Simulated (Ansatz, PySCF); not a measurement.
Molecule: sum formula CaOFH (charge 0, singlet). 
Coordinates optimised at B3LYP-D3(BJ)/def2-TZVP (Ansatz, a first-principles code):
```xyz
4

Ca     0.1682     0.0397     0.1078
F      0.8960     0.7950    -1.6210
O     -1.1916    -0.8368     1.3266
H     -1.8956    -1.2539     1.8195
```

Total electronic energies in hartree. Correlated levels leave the core frozen unless marked. No spin-orbit coupling. Frozen are the shells of the preceding noble gas and the d and f shells that filled before the atom's block. The outer core of K, Ca and their heavier congeners is not correlated, a term that matters for these elements. Non-relativistic. CBS(X,Y): correlation extrapolated as X^-3; Hartree-Fock from the larger set. [CCSD(T)-MP2]/basis is that difference in the basis named.

```
level                                                                 program  energy (Eh)
-------------------------------------------------------------  --------------  -----------
RI-HF/def2-QZVPP                                                       Ansatz   -851.86793
PBE-D3(BJ)/def2-TZVPD                                          Ansatz + dftd3            ?
BLYP-D4/def2-TZVPD                                             Ansatz + dftd4   -853.46834
BP86-D4/def2-TZVPD                                              PySCF + dftd4   -853.54215
M06-L-D4/def2-TZVPD                                             PySCF + dftd4   -853.42674
B3LYP-D3(BJ)/def2-TZVPD                                        Ansatz + dftd3   -853.49304
B3LYP/def2-TZVPD                                                       Ansatz   -853.49042
PBE0-D3(BJ)/def2-TZVP                                          Ansatz + dftd3   -853.10899
r2SCANh-D4/def2-TZVPD                                          Ansatz + dftd4   -853.34263
PW6B95/def2-TZVPD                                                       PySCF   -854.11494
CAM-B3LYP-D4/def2-TZVPD                                        Ansatz + dftd4   -853.45857
B2GP-PLYP-D3(BJ)/def2-TZVPD                                    Ansatz + dftd3   -853.06686
B2GP-PLYP-D4/def2-TZVPD                                        Ansatz + dftd4   -853.06601
MP2/def2-SVP                                                           Ansatz   -851.94975
MP2/def2-QZVPP                                                         Ansatz   -852.46380
RI-MP2/def2-TZVPP                                                      Ansatz   -852.38493
SCS-MP2/def2-SVPD                                                      Ansatz   -851.98650
CCSD/def2-TZVPP                                                        Ansatz   -852.38190
CCSD/def2-TZVPPD                                                       Ansatz   -852.39253
CCSD(T)/def2-SVP                                                       Ansatz   -851.95956
RI-MP2/CBS(def2-TZVPP,def2-QZVPP)+[CCSD(T)-MP2]/def2-TZVPP             Ansatz    -852.5140
RI-MP2/CBS(def2-TZVPPD,def2-QZVPPD)+[CCSD(T)-MP2]/def2-QZVPPD          Ansatz    -852.5106
CCSD(T)/CBS(def2-TZVPPD,def2-QZVPPD)                                   Ansatz    -852.5096
```

Problem. Fill in the missing entries.

Solution. 
- PBE-D3(BJ)/def2-TZVPD, energy (Eh): -853.07645
